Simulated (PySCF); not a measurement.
**Steps of a relaxation of DyCl2**

DyCl2 (singlet in the valence; each metal's 4f electrons, 10 of them, lie in its core potential, out of spins and levels). PySCF 2.14.0, RKS PBE0, Dy lcecp-0-SVP with ECP56, Cl def2-SVP; non-relativistic Hamiltonian with scalar-relativistic core potentials where named; density fitting; no spin-orbit coupling. Origin of the start: template. Columns: position (Å) and force (eV/Å). Energies are counted from the last step; some of the 7 steps are shown. Forces carry noise of the integration grid, about 0.01 to 0.03 eV/Å.

Run from Python with OMP_NUM_THREADS=2. Where DIIS fails, smearing, a level shift and second-order steps follow.
It took 10 s on 2 threads of Arm Neoverse V1, with other jobs on the host, from the converged density of the start.

```xyz
3
step 0  E = 0.272 eV
Dy    0.0000    0.0000   -0.3371     0.00    0.00    1.22
Cl    2.5190    0.0000    0.7902    -1.15    0.00   -0.61
Cl   -2.5190    0.0000    0.7902     1.15    0.00   -0.61
```

```xyz
3
step 2  E = 0.010 eV
Dy    0.0000    0.0000   -0.1931     0.00    0.00   -0.14
Cl    2.3944    0.0000    0.7182     0.24    0.00    0.07
Cl   -2.3944    0.0000    0.7182    -0.24    0.00    0.07
```

```xyz
3
step 4  E = 0.003 eV
Dy    0.0000    0.0000   -0.1828     0.00    0.00    0.05
Cl    2.4275    0.0000    0.7130     0.00    0.00   -0.02
Cl   -2.4275    0.0000    0.7130     0.00    0.00   -0.02
```

Question: Where does the relaxation end?

Answer: It converges at step 6 in C2v:
```xyz
3
step 6  E = 0
Dy    0.0000    0.0000   -0.1056
Cl    2.4707    0.0000    0.6744
Cl   -2.4707    0.0000    0.6744
```

Question: How did the contacts change?

Answer: 
```tsv
contact	start (Å)	end (Å)
Dy1–Cl2 (Cl)	2.760	2.591
Dy1–Cl3 (Cl)	2.760	2.591
```


An lcecp potential fixes the number of 4f electrons, so in runs with it no electron can move into or out of that shell; real Dy(II) is rare or takes another configuration.
